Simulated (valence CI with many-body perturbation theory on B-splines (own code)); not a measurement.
**E1 line list for P²⁺**

Method: configuration interaction combined with many-body perturbation theory (CI+MBPT): three valence electrons over a frozen Dirac-Fock core [Ne], radial functions for each j: 11 s, 11 p, 10 d, 8 f, 5 g, 2 h, with the one-electron correlation potential Σ1 (screened to all orders), the two-electron term Σ2, the three-electron term Σ3, Breit, model QED; selected single and double excitations, second order for the rest, scaled by the run's own slope (own B-spline code, finite nucleus).

Against 13 measured levels this calculation errs by 78 cm⁻¹ on average and by 161 at most. These come from a selection out of Martin, Zalubas and Musgrove, J. Phys. Chem. Ref. Data 14, 751 (1985). Levels without a partner in it may be off by more.

Lines 301 to 350 of 589 in falling wavelength, among levels below 27.605 eV, chosen from the strongest by gf and those to the six lowest levels. Wavelengths and rates use the calculated energies, so an error of 80 cm⁻¹ moves a line at 1778 Å by 0.14 % and its rate by three times that or more. Electric multipoles are in the length gauge, E1 and E2 with the static RPA response of the core. Weak lines are less certain than strong ones. Lines between different terms over intervals too small for the method are left out, as are lines whose strength nearly cancels. Where a level lies close to another of its J and parity, the split of strength between their lines is uncertain. The highest levels of a list are the least certain.

Names give the largest LS component (configuration and term), which can be under half, so a name can repeat, a term be missing and a line seem to break the LS rules; names also repeat where a configuration has a term twice. Letters in brackets count levels of one name in rising energy.

| λ vac (Å) | λ from measured levels | Upper | Lower | A (s⁻¹) | S (a.u.) with core polarisation | S without |
| --- | --- | --- | --- | --- | --- | --- |
| 2097 |  | 3s3p4p ⁴D_5/2 | 3s3p3d ⁴F°_7/2 | 2.59e+08 | 7.08e+00 | 7.01e+00 |
| 2092 |  | 3s3p4p ⁴D_7/2 | 3s3p3d ⁴F°_9/2 | 2.84e+08 | 1.03e+01 | 1.02e+01 |
| 2090 |  | 3s3p4p ⁴D_5/2 | 3s3p3d ⁴F°_5/2 | 5.45e+07 | 1.47e+00 | 1.46e+00 |
| 2089 |  | 3s3p4p ²P_3/2 | 3s3p3d ⁴F°_5/2 | 5.67e+07 | 1.02e+00 | 1.01e+00 |
| 2089 |  | 3s3p4p ²P_1/2 | 3s3p3d ⁴F°_3/2 | 1.02e+08 | 9.20e-01 | 9.12e-01 |
| 2084 |  | 3s3p4p ²P_3/2 | 3s3p3d ⁴F°_3/2 | 1.40e+07 | 2.50e-01 | 2.48e-01 |
| 2083 |  | 3s3p4p ⁴D_7/2 | 3s3p3d ⁴F°_7/2 | 3.18e+07 | 1.14e+00 | 1.13e+00 |
| 2053 |  | 3s3p4p ²S_1/2 | 3p³ ²P°_1/2 | 7.14e+07 | 6.10e-01 | 6.08e-01 |
| 2051 |  | 3s3p4p ²S_1/2 | 3p³ ²P°_3/2 | 1.42e+08 | 1.21e+00 | 1.20e+00 |
| 1778 | 1774 | 3s3p² ⁴P_1/2 | 3s²3p ²P°_3/2 | 1.62e+04 | 8.98e-05 | 9.37e-05 |
| 1772 | 1768 | 3s3p² ⁴P_3/2 | 3s²3p ²P°_3/2 | 5.51e+03 | 6.05e-05 | 6.38e-05 |
| 1762 | 1758 | 3s3p² ⁴P_5/2 | 3s²3p ²P°_3/2 | 1.38e+04 | 2.24e-04 | 2.37e-04 |
| 1761 | 1757 | 3s3p² ⁴P_1/2 | 3s²3p ²P°_1/2 | 2.01e+04 | 1.08e-04 | 1.13e-04 |
| 1739 |  | 3s²5d ²D_5/2 | 3s²4p ²P°_3/2 | 2.49e+07 | 3.88e-01 | 3.88e-01 |
| 1735 |  | 3s²5d ²D_3/2 | 3s²4p ²P°_1/2 | 2.15e+07 | 2.22e-01 | 2.22e-01 |
| 1686 |  | 3s3p4p ⁴D_1/2 | 3p³ ²D°_3/2 | 9.04e+07 | 4.28e-01 | 4.25e-01 |
| 1683 |  | 3s3p4p ⁴D_3/2 | 3p³ ²D°_5/2 | 5.62e+07 | 5.29e-01 | 5.25e-01 |
| 1676 |  | 3s²6s ²S_1/2 | 3s²4p ²P°_3/2 | 1.50e+08 | 6.99e-01 | 6.96e-01 |
| 1675 |  | 3s3p4p ²P_1/2 | 3p³ ²D°_3/2 | 1.91e+08 | 8.84e-01 | 8.78e-01 |
| 1674 |  | 3s3p4p ²P_3/2 | 3p³ ²D°_5/2 | 1.97e+08 | 1.83e+00 | 1.82e+00 |
| 1672 |  | 3s²6s ²S_1/2 | 3s²4p ²P°_1/2 | 7.54e+07 | 3.48e-01 | 3.47e-01 |
| 1672 |  | 3s3p4p ²P_3/2 | 3p³ ²D°_3/2 | 1.90e+07 | 1.75e-01 | 1.74e-01 |
| 1650 |  | 3p³ ²P°_3/2 | 3s3p² ²P_3/2 | 6.96e+07 | 6.16e-01 | 6.59e-01 |
| 1648 | 1646 | 3p³ ²P°_1/2 | 3s3p² ²P_3/2 | 2.73e+07 | 1.20e-01 | 1.29e-01 |
| 1639 |  | 3p³ ²P°_3/2 | 3s3p² ²P_1/2 | 1.32e+07 | 1.15e-01 | 1.23e-01 |
| 1638 | 1636 | 3p³ ²P°_1/2 | 3s3p² ²P_1/2 | 5.93e+07 | 2.57e-01 | 2.75e-01 |
| 1617 |  | 3s²4f ²F°_5/2 | 3s²3d ²D_5/2 | 3.56e+07 | 4.46e-01 | 4.42e-01 |
| 1617 |  | 3s²4f ²F°_7/2 | 3s²3d ²D_5/2 | 5.35e+08 | 8.93e+00 | 8.85e+00 |
| 1617 |  | 3s²4f ²F°_5/2 | 3s²3d ²D_3/2 | 5.00e+08 | 6.26e+00 | 6.21e+00 |
| 1529 |  | 3s²6d ²D_3/2 | 3p³ ²D°_3/2 | 3.69e+07 | 2.60e-01 | 2.58e-01 |
| 1528 |  | 3s3p4p ²P_3/2 | 3s²4p ²P°_3/2 | 2.69e+07 | 1.89e-01 | 1.92e-01 |
| 1527 |  | 3s²6d ²D_5/2 | 3p³ ²D°_5/2 | 2.67e+07 | 2.82e-01 | 2.79e-01 |
| 1503 |  | 3s²4p ²P°_1/2 | 3s3p² ²D_3/2 | 2.00e+08 | 6.70e-01 | 6.61e-01 |
| 1501 |  | 3s²4p ²P°_3/2 | 3s3p² ²D_5/2 | 1.79e+08 | 1.20e+00 | 1.18e+00 |
| 1500 |  | 3s²4p ²P°_3/2 | 3s3p² ²D_3/2 | 2.02e+07 | 1.34e-01 | 1.33e-01 |
| 1500 |  | 3s3p4s ⁴P°_3/2 | 3s²4s ²S_1/2 | 1.85e+07 | 1.23e-01 | 1.24e-01 |
| 1499 |  | 3s²5p ²P°_1/2 | 3s²4s ²S_1/2 | 3.73e+07 | 1.24e-01 | 1.24e-01 |
| 1497 |  | 3s3p4p ²D_3/2 | 3p³ ²D°_3/2 | 4.95e+07 | 3.28e-01 | 3.27e-01 |
| 1496 |  | 3s²5p ²P°_3/2 | 3s²4s ²S_1/2 | 2.28e+07 | 1.51e-01 | 1.51e-01 |
| 1494 |  | 3s3p4p ²D_5/2 | 3p³ ²D°_5/2 | 6.00e+07 | 5.92e-01 | 5.89e-01 |
| 1432 |  | 3p³ ²P°_3/2 | 3s3p² ²S_1/2 | 1.15e+07 | 6.65e-02 | 7.56e-02 |
| 1402 |  | 3s3p3d ²F°_5/2 [a] | 3s²3d ²D_3/2 | 9.21e+06 | 7.51e-02 | 8.38e-02 |
| 1393 |  | 3s3p3d ²F°_7/2 [a] | 3s²3d ²D_5/2 | 9.15e+06 | 9.76e-02 | 1.09e-01 |
| 1383 |  | 3p³ ²D°_3/2 | 3s3p² ²D_3/2 | 7.59e+07 | 3.96e-01 | 4.24e-01 |
| 1382 |  | 3p³ ²D°_5/2 | 3s3p² ²D_5/2 | 8.27e+07 | 6.47e-01 | 6.92e-01 |
| 1382 |  | 3p³ ²D°_5/2 | 3s3p² ²D_3/2 | 5.79e+06 | 4.52e-02 | 4.84e-02 |
| 1371 |  | 3s²7s ²S_1/2 | 3s²4p ²P°_3/2 | 7.79e+07 | 1.98e-01 | 1.97e-01 |
| 1368 |  | 3s²7s ²S_1/2 | 3s²4p ²P°_1/2 | 3.97e+07 | 1.00e-01 | 9.97e-02 |
| 1346 |  | 3s3p4s ²P°_1/2 | 3s²3d ²D_3/2 | 2.49e+08 | 6.00e-01 | 5.93e-01 |
| 1346 |  | 3s3p² ²D_3/2 | 3s²3p ²P°_3/2 | 9.24e+06 | 4.45e-02 | 4.77e-02 |
